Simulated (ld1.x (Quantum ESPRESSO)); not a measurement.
Configuration tests for gadolinium (Gd) (TM)

- Element: Gd (Z = 64)
- Generator: ld1.x (Quantum ESPRESSO) 7.5
- Type: norm-conserving Troullier–Martins (Kleinman–Bylander form)
- Functional: LDA (PZ)
- Relativity: fully relativistic
- Frozen core: [Kr] 4d10
- Valence charge: 18
- Reference configuration: 4f7 5s2 5p6 5d1 6s0 6p0 (charge +2)
- Partial waves: 5s (bound): rc 1.65 bohr; 5p (bound): rc 1.75 bohr; 5d (bound): rc 2.45 bohr; 4f (bound): rc 1.00 bohr
- Local potential: all-electron potential smoothed inside 1.35 bohr (lloc = -2)
- Core correction: none

Open shells are filled in proportion to 2j + 1 (rel_dist='average').

Energies are relative to the spin-unpolarised reference configuration 4f7 5s2 5p6 5d1 6s0 6p0; without spin polarisation the order of configurations can differ from experiment. Not all tests gave a result: 2 of 7 tests not solved or not reliable.

```tsv
valence configuration	charge	ΔE all-electron (eV)	error AE − PS (meV)
4f7 5s2 5p6 5d1 6s2 6p0	0	-19.232	+515
4f7 5s2 5p6 5d0 6s0 6p0	+3	20.037	-4.5
4f7 5s2 5p6 5d2 6s1 6p0	0	-17.458	+226
4f7 5s2 5p6 5d1 6s0 6p1	+1	-8.707	+41
```

Question: What are ΔE and the potential's error for 4f7 5s2 5p6 5d1 6s1.5 6p0?

Answer: ΔE = -16.464 eV all-electron; the error (AE − PS) is +448 meV.

Levels in the configuration 4f7 5s2 5p6 5d1 6s1.5 6p0:

| level | all-electron (eV) | pseudo (eV) |
| --- | --- | --- |
| 4f j=5/2 | -12.366 | -11.856 |
| 4f j=7/2 | -11.608 | -11.105 |
| 5s j=1/2 | -52.842 | -52.493 |
| 5p j=1/2 | -33.519 | -33.198 |
| 5p j=3/2 | -29.108 | -28.803 |
| 5d j=3/2 | -5.721 | -5.518 |
| 5d j=5/2 | -5.428 | -5.232 |
| 6s j=1/2 | -6.828 | -6.991 |

A Bessel basis up to 400 Ry misses an occupied level by 0.12 Ry, so cutoffs and ghosts were not judged.
